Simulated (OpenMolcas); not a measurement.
**Mo²⁺: CASPT2 settings compared**

- Program: OpenMolcas
- Basis: ANO-RCC-VQZP [8s7p5d3f2g1h]
- Scalar Hamiltonian: DKH2, point nucleus
- Active space: 4 electrons in 5 orbitals (4d)
- State averaging: 2S+1 = 5 even, 5 roots; 2S+1 = 3 even, 35 roots kept (CI in the orbitals of an earlier block); 2S+1 = 1 even, 23 roots kept (CI in the orbitals of an earlier block)
- Spin-orbit coupling: state interaction with AMFI integrals over the reference wave functions, term energies averaged over their components

Methods on the same reference wave functions:
A. CASSCF
B. SS-CASPT2, IPEA 0.4 Eh, sigma2 regulariser 0.15 Eh (closed shells correlated: 4s 4p)
C. XMS-CASPT2, IPEA 0.15 Eh, real shift 0.15 Eh (closed shells correlated: 4s 4p)
D. XMS-CASPT2, IPEA 0.2 Eh, no level shift (closed shells correlated: 4s 4p)

Energies in cm⁻¹ above 4d⁴ ⁵D₀, the measured ground level; measured values from Sugar and Musgrove, J. Phys. Chem. Ref. Data 17, 155 (1988).

| Level | A | B | C | D | Measured |
| --- | --- | --- | --- | --- | --- |
| 4d⁴ ⁵D₀ | 0.0 | 0.0 | 0.0 | 0.0 | 0.0 |
| 4d⁴ ⁵D₁ | 215 | 232 | 231 | 231 | 242 |
| 4d⁴ ⁵D₂ | 612 | 646 | 644 | 646 | 668 |
| 4d⁴ ⁵D₃ | 1154 | 1191 | 1188 | 1191 | 1224 |
| 4d⁴ ⁵D₄ | 1812 | 1838 | 1835 | 1837 | 1872 |
| 4d⁴ ³H₄ | 15842 | 13360 | 13530 | 13670 | 12680 |
| 4d⁴ ³P₀ | 16252 | 12260 | 12440 | 12300 | 11149 |
| 4d⁴ ³H₅ | 16322 | 13890 | 14060 | 14220 | 13276 |
| 4d⁴ ³H₆ | 16802 | 14400 | 14570 | 14720 | 13811 |
| 4d⁴ ³P₁ | 17492 | 13520 | 13700 | 13560 | 12510 |
| 4d⁴ ³F₃ [75 %] | 18381 | 15030 | 15060 | 15100 | 13948 |
| 4d⁴ ³F₂ | 18569 | 15240 | 15220 | 15240 | 13929 |
| 4d⁴ ³F₄ | 18623 | 15330 | 15350 | 15390 | 14296 |
| 4d⁴ ³P₂ | 19449 | 15450 | 15630 | 15500 | 14358 |
| 4d⁴ ³G₃ | 20296 | 16880 | 17030 | 17130 | 15871 |
| 4d⁴ ³G₄ | 20704 | 17260 | 17420 | 17530 | 16283 |
| 4d⁴ ³G₅ | 20978 | 17580 | 17780 | 17900 | 16714 |

Deviations, from unrounded energies. A percentage is the sum of absolute deviations over the sum of measured energies, with the sign that they share, or ± where signs differ.

```csv
Against measurement,Levels,A,B,C,D
mean absolute deviation (cm-1),16,3200,720,820,850
fine structure of the ground term (%),4,-5.3,-2.5,-2.7,-2.5
other terms of the ground configuration (%),12,+30.1,+6.7,+7.7,+8.0
```

B lies closest to measurement on these levels and A furthest from it. The largest miss of B in the table is 4d⁴ ³F₂, by +1300 cm-1. The ranking rests on the paired levels alone, and a cruder setting can come out closer through cancelling errors.

Among B to D the level of the table that moves most is 4d⁴ ³H₆, by 330 cm-1 (lowest in B, highest in D). Moves below CASPT2's spread within the term are not significant.

The mean deviations of B to D differ by less than CASPT2's widest spread within a term (1000 cm-1), so their order carries little weight.

From A to B the spin-free energies of the other terms of 4d⁴ shown, above ⁵D, scale by factors of 0.77 to 0.84, as is usual when dynamic correlation screens the repulsion within a d or f shell.

The lowest spin-free term lies below A's lowest term by 0.360 hartree in B, 0.376 hartree in C, 0.374 hartree in D.

Term energies are means over components that CASPT2 splits; among the terms shown or strongly mixed into the levels shown the widest spread is 1000 cm-1 (4d⁴ ³G, D). Levels of configurations with an s electron are missing; early in the row they begin among the upper levels of the d shell and mix with terms of their name. Terms from blocks run as CI alone lack orbitals of their own. Without dynamic correlation excited terms often stand tens of per cent too high (terms of higher spin than the ground term too low), and those without a measured partner can miss by more than the paired ones (holds for A). Some levels mix across a computed gap that differs much from the measured one, so their mixing is not that of the real levels (holds for A; B; D). The CASPT2 spread within a term exceeds the gap to the next term for 4d⁴ ³H and 4d⁴ ³P, so the order of their levels is uncertain (holds for C; D). Measured partners are found by configuration, term and J. A level has none where our copy of the source lacks it or the pairing is in doubt (some pairs that miss far off the trend of their configuration count as doubtful), and it then counts in no deviation. Only configurations of the active space appear. Levels that lie high or do not pair safely by name in every column are left out.

A share in square brackets marks a mixed level and gives the weight of the term that names it, the lowest over the columns.
